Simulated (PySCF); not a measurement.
Bond stretch in MgO, singlet.

Methods: UHF/6-31G (PySCF); RHF/6-31G (PySCF); UKS-BHandHLYP = PySCF 2.14.0 with unrestricted BHandHLYP/6-31G; RKS-BHandHLYP = restricted BHandHLYP/6-31G (PySCF); UKS-B3LYP = unrestricted B3LYP/6-31G (PySCF); RKS-B3LYP = restricted B3LYP/6-31G (PySCF); UKS-PBE0 = unrestricted PBE0/6-31G in PySCF; RKS-PBE0 = restricted PBE0/6-31G (PySCF).

Scanned distances (Å): 1.38, 1.49, 1.55, 1.63, 1.67, 1.73, 1.81, 1.83, 1.93, 2.00, 2.17, 2.31, 2.57, 2.89, 3.10, 3.49, 3.83, 4.20, 4.69, 5.19, 6.04, 6.96.

Q: Where does the unrestricted solution first break spin symmetry (<S²> of 0.01 or more)?

A: UHF: already at 1.38 Å; UKS-BHandHLYP: already at 1.38 Å; UKS-B3LYP: already at 1.38 Å; UKS-PBE0: already at 1.38 Å.

```
R / Å  <S²> UHF  E(RHF) − E(UHF) / kJ/mol  <S²> UKS-BHandHLYP  E(RKS-BHandHLYP) − E(UKS-BHandHLYP) / kJ/mol  <S²> UKS-B3LYP  E(RKS-B3LYP) − E(UKS-B3LYP) / kJ/mol  <S²> UKS-PBE0  E(RKS-PBE0) − E(UKS-PBE0) / kJ/mol
-----  --------  ------------------------  ------------------  --------------------------------------------  --------------  ------------------------------------  -------------  ----------------------------------
1.38       0.96                     211.8                0.77                                          53.8            0.44                                  11.3           0.56                                21.5
1.49       0.96                     207.2                0.76                                          50.8            0.41                                   9.4           0.54                                18.7
1.55       0.96                     208.2                0.76                                          51.7            0.41                                   9.4           0.54                                18.7
1.63       0.98                     212.6                0.77                                          54.8            0.43                                  10.1           0.56                                19.9
1.67       1.01                     224.5                1.00                                          53.9            0.00                                   0.0           0.00                                 0.0
1.73       1.01                     241.0                1.00                                          72.1            0.52                                  12.5           0.69                                24.1
1.81       1.01                     257.8                1.00                                          93.3            0.76                                  20.0           0.98                                38.0
1.83       1.01                     261.1                1.00                                          98.1            0.83                                  23.0           1.01                                43.0
1.93       1.01                     272.1                1.00                                         118.5            1.00                                  43.6           1.01                                66.4
2.00       1.01                     274.8                1.00                                         129.6            1.00                                  57.4           1.01                                80.3
2.17       1.01                     267.8                1.00                                         145.8            1.01                                  83.4           1.01                               106.4
2.31       1.01                     251.3                1.01                                         150.0            1.01                                  98.0           1.01                               120.4
2.57       1.00                     206.6                1.03                                         146.6            1.01                                 113.6           1.01                               133.6
2.89       1.50                     154.9                1.05                                         146.6            1.02                                 125.0           1.03                               142.1
3.10       1.73                     148.0                1.05                                         151.6            1.02                                 131.7           1.04                               147.8
3.49       1.89                     147.2                1.02                                         164.3            1.02                                 143.4           1.03                               158.8
3.83       1.95                     148.3                1.01                                         174.5            1.01                                 151.7           1.02                               167.3
4.20       1.98                     149.0                1.00                                         183.0            1.01                                 158.4           1.01                               174.6
4.69       1.99                     149.3                1.00                                         190.2            1.00                                 164.4           1.00                               181.5
5.19       2.00                     149.2                1.00                                         193.9            1.00                                 168.2           1.00                               186.1
6.04       2.00                     148.9                1.00                                         196.3            1.00                                 171.7           1.00                               190.7
6.96       2.00                     148.8                1.00                                         196.7            1.00                                 173.8           1.00                               193.4
```
